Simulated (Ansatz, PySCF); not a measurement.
Process, species as SMILES: N[SiH2]N[SiH3] → [NH][SiH3] + N[SiH2] (the N-Si bond at the site shown breaks; other sites are not compared here)
Geometries: B3LYP-D3(BJ)/def2-TZVP minima from Ansatz (a first-principles code), one conformer each, not searched for the lowest. Frequencies are from Ansatz or PySCF.
Geometry of the first species:
```
N
H 1 1.0124
Si 1 1.7254 2 114.62
N 3 1.7156 1 110.03 2 -51.02
H 4 1.0070 3 120.75 1 145.34
H 4 1.0075 5 111.95 3 -155.47
Si 1 1.7293 2 115.45 3 175.96
H 7 1.4791 1 108.40 2 160.13
H 7 1.4836 8 110.01 1 119.63
H 3 1.4836 4 103.92 5 22.74
H 3 1.4838 10 108.95 4 124.54
H 7 1.4856 8 108.21 9 116.86
```

Property: bond dissociation energy (0 K, with B3LYP-D3(BJ) harmonic zero-point energies), in kJ/mol. Correlated levels leave the core frozen unless marked. UHF or UKS for open shells. Spin-orbit coupling is left out. Non-relativistic. CBS marks a two-point X^-3 extrapolation of the correlation energy; Hartree-Fock from the larger set. The bracket is a focal-point correction in the basis named.

```csv
level,program,bond dissociation energy (kJ/mol),minus last row
HF/STO-3G,Ansatz,370.2,-106.1
HF/6-31G,Ansatz,336.9,-139.4
HF/cc-pwCVTZ,Ansatz,355.1,-121.2
revPBE-D4/def2-TZVPD,Ansatz + dftd4,425.6,-50.7
B3LYP-D4/def2-TZVPD,Ansatz + dftd4,442.5,-33.8
PBE0/def2-TZVPD,Ansatz,438.1,-38.2
r2SCANh/def2-TZVPD,Ansatz,432.9,-43.4
r2SCAN0/def2-TZVPD,Ansatz,435.3,-41.0
LC-wPBE-D4/def2-TZVPD,Ansatz + dftd4,461.7,-14.6
RPA@PBE/cc-pV(T+d)Z,Ansatz,440.6,-35.7
RI-MP2/cc-pV(Q+d)Z,Ansatz,502.3,26.0
SCS-MP2/aug-cc-pV(D+d)Z,Ansatz,453.9,-22.4
CCSD(T)/6-31G,Ansatz,397.1,-79.2
"RI-MP2/CBS(cc-pV(T+d)Z,cc-pV(Q+d)Z)+[CCSD(T)-MP2]/cc-pV(D+d)Z",Ansatz,477.6,1.3
"RI-MP2/CBS(aug-cc-pV(T+d)Z,aug-cc-pV(Q+d)Z)+[CCSD(T)-MP2]/aug-cc-pV(T+d)Z",Ansatz,476.3,0.0
```
